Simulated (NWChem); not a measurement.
System: SiH₂Cl₂; SMILES Cl[SiH2]Cl

Parts of the log:

```
             Northwest Computational Chemistry Package (NWChem) 7.3.0
             --------------------------------------------------------

 C2V symmetry detected

                             Geometry "geometry" -> ""
                             -------------------------

 Output coordinates in angstroms (scale by  1.889725989 to convert to a.u.)

  No.       Tag          Charge          X              Y              Z
 ---- ---------------- ---------- -------------- -------------- --------------
    1 Si                  14.0000     0.00000000     0.00000000    -0.76893048
    2 Cl                  17.0000    -1.68395300     0.00000000     0.41035852
    3 Cl                  17.0000     1.68395300     0.00000000     0.41035852
    4 H                    1.0000     0.00000000     1.23302800    -1.59358148
    5 H                    1.0000     0.00000000    -1.23302800    -1.59358148

 Effective nuclear repulsion energy (a.u.)     190.5726719261

      Symmetry information
      --------------------

 Group name             C2v
 Group number             16
 Group order               4
 No. of unique centers     3

  pbe96 is a nonlocal functional; adding pw91lda local functional.

                                 NWChem DFT Module
                                 -----------------

 Summary of "ao basis" -> "ao basis" (spherical)
 ------------------------------------------------------------------------------
       Tag                 Description            Shells   Functions and Types
 ---------------- ------------------------------  ------  ---------------------
 Si                          6-31g*                  8       18   4s3p1d
 Cl                          6-31g*                  8       18   4s3p1d
 H                           6-31g*                  2        2   2s

      Symmetry analysis of basis
      --------------------------

        a1         24
        a2          6
        b1         17
        b2         11

            General Information
            -------------------
          SCF calculation type: DFT
          Wavefunction type:  closed shell.
          No. of atoms     :     5
          No. of electrons :    50
           Alpha electrons :    25
            Beta electrons :    25
          Charge           :     0
          Spin multiplicity:     1
          Use of symmetry is: on ; symmetry adaption is: on
          Maximum number of iterations: 150
          AO basis - number of functions:    58
                     number of shells:    28
          Convergence on energy requested:  1.00D-06
          Convergence on density requested:  1.00D-05
          Convergence on gradient requested:  5.00D-04

              XC Information
              --------------
                     Hartree-Fock (Exact) Exchange  1.000
                     LC-wPBE(h)Exchange Functional  1.000
            Perdew 1991 LDA Correlation Functional  1.000 local
           PerdewBurkeErnz. Correlation Functional  1.000 non-local

           Range-Separation Parameters
           ---------------------------
           Alpha           :  0.00
           Beta            :  1.00
           Gamma           :  0.05
           Short-Range HF  :     F

             Grid Information
             ----------------
          Grid used for XC integration:  medium
          Radial quadrature: Mura-Knowles
          Angular quadrature: Lebedev.
          Tag              B.-S. Rad. Rad. Pts. Rad. Cut. Ang. Pts.
          ---              ---------- --------- --------- ---------
          Si                  1.10       88           8.0       590
          Cl                  1.00       88          10.0       590
          H                   0.35       45           8.0       434
          Grid pruning is: on
          Number of quadrature shells:   221
          Spatial weights used:  Erf1

      Superposition of Atomic Density Guess
      -------------------------------------

 Sum of atomic energies:       -1208.71493803

      Non-variational initial energy
      ------------------------------

 Total energy =   -1209.379131
 1-e energy   =   -2051.508567
 2-e energy   =     651.556764
 HOMO         =      -0.372743
 LUMO         =       0.061985

      Symmetry analysis of molecular orbitals - initial
      -------------------------------------------------

  Numbering of irreducible representations:

     1 a1          2 a2          3 b1          4 b2

  Orbital symmetries:

     1 a1          2 b1          3 a1          4 a1          5 b1
     6 a1          7 b1          8 b2          9 a1         10 b1
    11 a2         12 a1         13 b2         14 a1         15 b1
    16 a1         17 b1         18 a1         19 b1         20 a1
    21 b2         22 a2         23 a1         24 b1         25 b2
    26 a1         27 b1         28 a1         29 b2         30 a1
    31 b2         32 a1         33 b1         34 b1         35 a1

   convergence    iter        energy       DeltaE   RMS-Dens  Diis-err
 ---------------- ----- ----------------- --------- --------- ---------
 d= 0,ls=0.0,diis     1  -1210.5349000925 -1.40D+03  2.07D-02  4.49D-01
 d= 0,ls=0.0,diis     2  -1210.5197320342  1.52D-02  1.27D-02  4.42D-01
 d= 0,ls=0.0,diis     3  -1210.5879302794 -6.82D-02  2.47D-03  1.92D-02
 d= 0,ls=0.0,diis     4  -1210.5908597871 -2.93D-03  4.90D-04  5.55D-04
 d= 0,ls=0.0,diis     5  -1210.5909441679 -8.44D-05  6.40D-05  1.25D-05
  Resetting Diis
 d= 0,ls=0.0,diis     6  -1210.5909461253 -1.96D-06  9.67D-06  3.55D-07
 d= 0,ls=0.0,diis     7  -1210.5909461840 -5.87D-08  2.91D-06  1.19D-08

         Total DFT energy =    -1210.590946184011
      One electron energy =    -2052.737370029926
           Coulomb energy =      729.257078673218
    Exchange-Corr. energy =      -77.683326753390
 Nuclear repulsion energy =      190.572671926087

 Numeric. integr. density =       49.999993441376

                  Occupations of the irreducible representations
                  ----------------------------------------------

                     irrep           alpha         beta
                     --------     --------     --------
                     a1               11.0         11.0
                     a2                2.0          2.0
                     b1                8.0          8.0
                     b2                4.0          4.0

                       DFT Final Molecular Orbital Analysis
                       ------------------------------------

 Vector   23  Occ=2.000000D+00  E=-3.295515D-01  Symmetry=a2
              MO Center= -2.3D-14, -1.4D-15,  3.8D-01, r^2= 3.9D+00
   Bfn.  Coefficient  Atom+Function         Bfn.  Coefficient  Atom+Function
  ----- ------------  ---------------      ----- ------------  ---------------
    26      0.514563  2 Cl py                44     -0.514563  3 Cl py
    30      0.286245  2 Cl py                48     -0.286245  3 Cl py
    22     -0.202239  2 Cl py                40      0.202239  3 Cl py
    14     -0.062849  1 Si d -2

 Vector   24  Occ=2.000000D+00  E=-3.216966D-01  Symmetry=b1
              MO Center= -1.3D-15,  1.2D-15,  3.4D-01, r^2= 4.1D+00
   Bfn.  Coefficient  Atom+Function         Bfn.  Coefficient  Atom+Function
  ----- ------------  ---------------      ----- ------------  ---------------
    25      0.395557  2 Cl px                43      0.395557  3 Cl px
    27      0.351791  2 Cl pz                45     -0.351791  3 Cl pz
    29      0.211562  2 Cl px                47      0.211562  3 Cl px
    31      0.177972  2 Cl pz                49     -0.177972  3 Cl pz
    21     -0.153810  2 Cl px                39     -0.153810  3 Cl px

 Vector   25  Occ=2.000000D+00  E=-3.125092D-01  Symmetry=b2
              MO Center=  1.6D-14, -8.0D-16, -2.2D-01, r^2= 4.2D+00
   Bfn.  Coefficient  Atom+Function         Bfn.  Coefficient  Atom+Function
  ----- ------------  ---------------      ----- ------------  ---------------
    26      0.436536  2 Cl py                44      0.436536  3 Cl py
    56     -0.251420  4 H  s                 58      0.251420  5 H  s
    30      0.231549  2 Cl py                48      0.231549  3 Cl py
    22     -0.170177  2 Cl py                40     -0.170177  3 Cl py
     8     -0.168102  1 Si py                55     -0.164385  4 H  s

 Vector   26  Occ=0.000000D+00  E=-8.912691D-03  Symmetry=a1
              MO Center= -7.5D-16,  4.3D-17, -2.9D-01, r^2= 4.1D+00
   Bfn.  Coefficient  Atom+Function         Bfn.  Coefficient  Atom+Function
  ----- ------------  ---------------      ----- ------------  ---------------
    13      0.920343  1 Si pz                10      0.748682  1 Si s
    28     -0.539539  2 Cl s                 46     -0.539539  3 Cl s
     6      0.505016  1 Si s                 29     -0.488248  2 Cl px
    47      0.488248  3 Cl px                 9      0.481404  1 Si pz
    25     -0.311047  2 Cl px                43      0.311047  3 Cl px

 Vector   27  Occ=0.000000D+00  E=-3.695644D-03  Symmetry=b1
              MO Center= -4.0D-17,  1.6D-16, -9.5D-01, r^2= 4.1D+00
   Bfn.  Coefficient  Atom+Function         Bfn.  Coefficient  Atom+Function
  ----- ------------  ---------------      ----- ------------  ---------------
    11      1.170055  1 Si px                28      0.579487  2 Cl s
    46     -0.579487  3 Cl s                  7      0.540862  1 Si px
    31     -0.359333  2 Cl pz                49      0.359333  3 Cl pz
    27     -0.235903  2 Cl pz                45      0.235903  3 Cl pz
    29      0.210825  2 Cl px                47      0.210825  3 Cl px

 Vector   28  Occ=0.000000D+00  E= 6.272111D-02  Symmetry=a1
              MO Center=  8.0D-15, -1.5D-14, -1.1D+00, r^2= 3.4D+00
   Bfn.  Coefficient  Atom+Function         Bfn.  Coefficient  Atom+Function
  ----- ------------  ---------------      ----- ------------  ---------------
     6      1.006226  1 Si s                 56     -0.929518  4 H  s
    58     -0.929518  5 H  s                 13     -0.861236  1 Si pz
    10      0.410879  1 Si s                  9     -0.238130  1 Si pz
    31      0.180472  2 Cl pz                49      0.180472  3 Cl pz
    55     -0.172203  4 H  s                 57     -0.172203  5 H  s

     Multipole analysis of the density
     ---------------------------------

     L   x y z        total         alpha         beta         nuclear
     -   - - -        -----         -----         ----         -------
     0   0 0 0     -0.000000    -25.000000    -25.000000     50.000000

     1   1 0 0      0.000000      0.000000      0.000000      0.000000
     1   0 1 0      0.000000      0.000000      0.000000      0.000000
     1   0 0 1     -0.600431     -0.300216     -0.300216      0.000000

     2   2 0 0    -31.137910   -187.718756   -187.718756    344.299602
     2   1 1 0      0.000000      0.000000      0.000000      0.000000
     2   1 0 1     -0.000000     -0.000000     -0.000000      0.000000
     2   0 2 0    -28.996978    -19.927785    -19.927785     10.858593
     2   0 1 1     -0.000000     -0.000000     -0.000000      0.000000
     2   0 0 2    -28.077160    -48.110035    -48.110035     68.142910

                                 NWChem DFT Module
                                 -----------------

      Symmetry analysis of basis
      --------------------------

        a1         24
        a2          6
        b1         17
        b2         11

            General Information
            -------------------
          SCF calculation type: DFT
          Wavefunction type:  spin polarized.
          No. of atoms     :     5
          No. of electrons :    49
           Alpha electrons :    25
            Beta electrons :    24
          Charge           :     1
          Spin multiplicity:     2
          Use of symmetry is: on ; symmetry adaption is: on
          Maximum number of iterations: 150
          This is a Direct SCF calculation.
          AO basis - number of functions:    58
                     number of shells:    28
          Convergence on energy requested:  1.00D-06
          Convergence on density requested:  1.00D-05
          Convergence on gradient requested:  5.00D-04

              XC Information
              --------------
                     Hartree-Fock (Exact) Exchange  1.000
                     LC-wPBE(h)Exchange Functional  1.000
            Perdew 1991 LDA Correlation Functional  1.000 local
           PerdewBurkeErnz. Correlation Functional  1.000 non-local

           Range-Separation Parameters
           ---------------------------
           Alpha           :  0.00
           Beta            :  1.00
           Gamma           :  0.05
           Short-Range HF  :     F

             Grid Information
             ----------------
          Grid used for XC integration:  medium
          Radial quadrature: Mura-Knowles
          Angular quadrature: Lebedev.
          Tag              B.-S. Rad. Rad. Pts. Rad. Cut. Ang. Pts.
          ---              ---------- --------- --------- ---------
          Si                  1.10       88           8.0       590
          Cl                  1.00       88          10.0       590
          H                   0.35       45           8.0       434
          Grid pruning is: on
          Number of quadrature shells:   221
          Spatial weights used:  Erf1

      Superposition of Atomic Density Guess
      -------------------------------------

 Sum of atomic energies:       -1208.71493803

 Renormalizing density from      50.00 to     49

      Non-variational initial energy
      ------------------------------

 Total energy =   -1194.150608
 1-e energy   =   -2010.478396
 2-e energy   =     625.755116
 HOMO         =      -0.644438
 LUMO         =      -0.246042

   Symmetry analysis of molecular orbitals - initial alpha
   -------------------------------------------------------

  Numbering of irreducible representations:

     1 a1          2 a2          3 b1          4 b2

  Orbital symmetries:

     1 a1          2 b1          3 a1          4 a1          5 b1
     6 a1          7 b1          8 a1          9 b1         10 b2
    11 a2         12 a1         13 b1         14 a1         15 b2
    16 a1         17 b1         18 a1         19 b1         20 a1
    21 b2         22 a2         23 b1         24 a1         25 b2
    26 a1         27 b1         28 a1         29 b2         30 a1
    31 b1         32 a1         33 b2         34 b1         35 a1

   Symmetry analysis of molecular orbitals - initial beta
   ------------------------------------------------------

  Numbering of irreducible representations:

     1 a1          2 a2          3 b1          4 b2

  Orbital symmetries:

     1 a1          2 b1          3 a1          4 a1          5 b1
     6 a1          7 b1          8 a1          9 b1         10 b2
    11 a2         12 a1         13 b1         14 a1         15 b2
    16 a1         17 b1         18 a1         19 b1         20 a1
    21 b2         22 a2         23 b1         24 a1         25 b2
    26 a1         27 b1         28 a1         29 b2         30 a1
    31 b1         32 a1         33 b2         34 b1         35 a1

[...]
```

Level: LC-wPBE (HJS exchange hole, range parameter 0.05 per bohr)/6-31G* (spherical d), vertical spin-unrestricted ions. Structure relaxed at the PBE0/def2-SVP level.

Q: Reconstruct the input file.

A: Several could match; the one computed here: the input that was run:
```
start job
memory heap 200 mb stack 900 mb global 1100 mb
geometry units angstroms noautoz
  Si     0.000000     0.000000    -0.757262
  Cl    -1.683953     0.000000     0.422027
  Cl     1.683953     0.000000     0.422027
  H      0.000000     1.233028    -1.581913
  H      0.000000    -1.233028    -1.581913
end
basis spherical
  * library 6-31g*
end
dft
  xc xwpbe 1.00 cpbe96 1.0 hfexch 1.00
  cam 0.05 cam_alpha 0.0 cam_beta 1.0
  iterations 150
  vectors input atomic output neutral.movecs
end
task dft energy
charge 1
dft
  odft
  mult 2
  vectors input atomic output cation.movecs
end
task dft energy
```
